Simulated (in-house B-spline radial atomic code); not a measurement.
Radial electron density of the holmium ion Ho³³⁺, [Ar] 3d10 4s2 4p4. Computed with a B-spline radial code for spherical atoms: scalar-relativistic (X2C) Hartree-Fock with fractional occupations, spin-polarised, spherical fractional occupations, Fermi nucleus of rms radius 5.2022 fm.

Caution: exact exchange at fractional occupations of open shells leaves self-interaction of up to several eV.

One-electron X2C: radii and densities carry no picture-change correction, so inner-shell <1/r> comes out high (for 1s by about 2 % at Z = 33, 5 % at 54, 10 % at 75, 30 % at 118) and <r> low.

Columns: r (bohr), 4πr²n(r) (electrons per bohr), bar.

```
0.000518    3.046 #
0.000622     3.98 #
0.000748    5.197 ##
0.000899     6.76 ##
 0.00108    8.755 ###
  0.0013    11.32 ####
 0.00156     14.5 #####
 0.00187    18.43 #######
 0.00225    23.35 #########
 0.00271    29.35 ###########
 0.00325    36.29 #############
 0.00391    44.41 ################
  0.0047    53.41 ####################
 0.00565    62.97 #######################
 0.00678     72.4 ###########################
 0.00815    81.06 ##############################
  0.0098    87.83 ################################
  0.0118     91.7 ##################################
  0.0141    91.99 ##################################
   0.017    88.88 #################################
  0.0204    83.88 ###############################
  0.0245    79.62 #############################
  0.0295    79.51 #############################
  0.0355    86.11 ################################
  0.0426    98.53 ####################################
  0.0512    112.1 #########################################
  0.0615    119.1 ############################################
  0.0739    114.2 ##########################################
  0.0888    99.81 #####################################
   0.107    86.92 ################################
   0.128    86.64 ################################
   0.154    97.11 ####################################
   0.185    102.4 ######################################
   0.223    88.01 #################################
   0.268    59.23 ######################
   0.322       35 #############
   0.386    24.96 #########
   0.464    21.06 ########
   0.558    14.28 #####
    0.67    6.318 ##
   0.806     1.63 #
   0.968   0.2322 
    1.16  0.01704 
     1.4 0.0004811 
    1.68 5.656e-06
```

On this grid the curve has 3 maxima, near 0.0141, 0.0615, 0.185 bohr.

The 4s up radial function P(r) = rR(r), positive near the nucleus:

```csv
r (bohr),P
0.000299,0.07248
0.000431,0.09516
0.000622,0.1244
0.000899,0.1619
0.0013,0.209
0.00187,0.2656
0.00271,0.3328
0.00391,0.404
0.00565,0.4688
0.00815,0.5041
0.0118,0.4722
0.017,0.3255
0.0245,0.02785
0.0355,-0.39
0.0512,-0.7162
0.0739,-0.5954
0.107,0.1793
0.154,1.01
0.223,0.6757
0.322,-0.9214
0.464,-1.778
0.67,-0.9699
0.968,-0.1653
1.4,-0.006193
```
